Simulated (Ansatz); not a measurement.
H6N2O2Zr (`[NH2][Zr]([NH2])([OH])[OH]`), relaxed with RKS PBE0-D4/def2-TZVP in Ansatz 0.2.0 from a GFN2-xTB geometry. The force threshold is 0.005 eV/Å; the program also tests the step.

Total charge 0; spin multiplicity 1. Zr takes the def2 core potential.

Start:

```xyz
11

N    -1.214    0.848    1.206
Zr   -0.090   -0.215   -0.131
N     1.768    0.622   -0.184
O    -0.931   -0.048   -1.824
O     0.055   -2.033    0.389
H    -0.796    1.739    1.507
H    -1.439    0.336    2.071
H     2.080    0.955   -1.106
H     2.533    0.036    0.178
H    -1.719    0.503   -1.916
H    -0.248   -2.744   -0.190
```

```
        step  energy (eV)  largest force (eV/Å)  largest move (Å)
           1   -8452.6913                 1.599             0.000
           2   -8452.9639                 1.296             0.193
3 (rejected)   -8452.9295                 3.751             0.138
           4   -8453.0905                 0.350             0.067
           5   -8453.1385                 0.413             0.095
           6   -8453.1651                 0.260             0.150
           7   -8453.1674                 0.114             0.121
           8   -8453.1705                 0.080             0.096
9 (rejected)   -8453.1691                 0.061             0.072
          10   -8453.1722                 0.028             0.036
          11   -8453.1726                 0.023             0.023
          12   -8453.1726                 0.041             0.021
          13   -8453.1727                 0.015             0.008
          14   -8453.1727                 0.009             0.008
          15   -8453.1728                 0.004             0.009
          16   -8453.1728                 0.015             0.008
          17   -8453.1728                 0.012             0.003
          18   -8453.1728                 0.005             0.003
```

End:

```xyz
11

N    -0.968    0.756    1.401
Zr   -0.101   -0.233   -0.167
N     1.795    0.505   -0.370
O    -0.981    0.168   -1.851
O    -0.153   -2.113    0.296
H    -0.730    1.686    1.715
H    -1.655    0.367    2.031
H     2.123    1.034   -1.166
H     2.580    0.316    0.238
H    -1.721    0.570   -2.299
H    -0.187   -3.057    0.172
```

It took 62 s on 4 threads of an Arm Neoverse V1 on a shared host, with 0.49 GiB of host memory at the peak.
